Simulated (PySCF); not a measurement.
Species: KF.
Cartesian coordinates in Å at the PBE0-D3(BJ)/def2-SVP level; atoms count from 1:
```
atom  x, y, z in Å
F1     1.0707   -0.0065    0.0016
K2    -1.0680    0.0078   -0.0157
```

The calculation used PBE0-D3(BJ)/def2-SVP geometry optimisation, gas phase (PySCF 2.14.0).

Masses are those of the commonest isotopes; rigid-rotor values at the optimised geometry. 

Task: What are the moment of inertia and the rotational constant?

Result: I = 58.422 u·Å², B = 505379 MHz·u·Å²/I = 8651 MHz (0.2886 cm⁻¹, or 0.415 K as hB/k). For two atoms I = μr² with μ = 12.7712 u and r = 2.1388 Å.

Task: List the first levels of a rigid rotor in a Σ state.

Result: E(J) = BJ(J+1): J = 1: 0.577, J = 2: 1.731, J = 3: 3.463, J = 4: 5.771, J = 5: 8.657, J = 6: 12.119 cm⁻¹.

Task: Where do the first rotational lines fall?

Result: The dipole is 7.78 D; J+1 ← J lies at 2B(J+1): 1 ← 0 at 17.30 GHz, 2 ← 1 at 34.60 GHz, 3 ← 2 at 51.90 GHz, 4 ← 3 at 69.20 GHz, 5 ← 4 at 86.51 GHz, 6 ← 5 at 103.81 GHz.

No frequency check. Constants of a rigid frame at the computed geometry: no zero-point averaging, no centrifugal distortion.
